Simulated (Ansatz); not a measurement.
`CC[SiH2]P`, 13 atoms. Total charge 0; spin multiplicity 1. All runs use 4 threads of a server CPU on a shared host. Correlated methods freeze the cores.

Question: Give the basis size and wall time and peak host memory of each of these runs in Ansatz. RKS ωB97M-V/def2-SVP energy; RKS ωB97M-V/def2-TZVPP energy and forces; RKS PBE0-D4/def2-SVP energy; RHF-CCSD(T)/def2-TZVPP energy; RHF-CCSD(T)/def2-SVP energy; RKS BHLYP-D4/def2-TZVPP energy; RKS PBE0-D4/def2-QZVPP energy; RKS PBE0-D4/def2-TZVP frequencies; RKS ωB97M-V/def2-QZVPP energy; RKS BLYP-D4/def2-TZVPP energy; RKS B97M-V/def2-TZVPP energy; RKS PBE0-D4/def2-TZVP relaxation (6 steps). (Estimate.)

Answer: Ansatz gave: Other jobs shared the machine, so times are rough.

```tsv
level	job	functions	wall time	peak host memory (GiB)
RKS PBE0-D4/def2-SVP	energy	109	1 s	0.24
RKS BLYP-D4/def2-TZVPP	energy	272	2.3 s	0.37
RKS BHLYP-D4/def2-TZVPP	energy	272	3.3 s	0.72
RHF-CCSD(T)/def2-SVP	energy	109	3.8 s	0.49
RKS ωB97M-V/def2-SVP	energy	109	4.3 s	0.34
RKS PBE0-D4/def2-QZVPP	energy	524	9.5 s	2
RKS B97M-V/def2-TZVPP	energy	272	11 s	0.47
RKS ωB97M-V/def2-TZVPP	energy and forces	272	13 s	1
RKS PBE0-D4/def2-TZVP	relaxation (6 steps)	190	21 s	0.49
RKS ωB97M-V/def2-QZVPP	energy	524	22 s	2.5
RHF-CCSD(T)/def2-TZVPP	energy	272	2.4 min	6.8
RKS PBE0-D4/def2-TZVP	frequencies	190	2.8 min	0.5
```
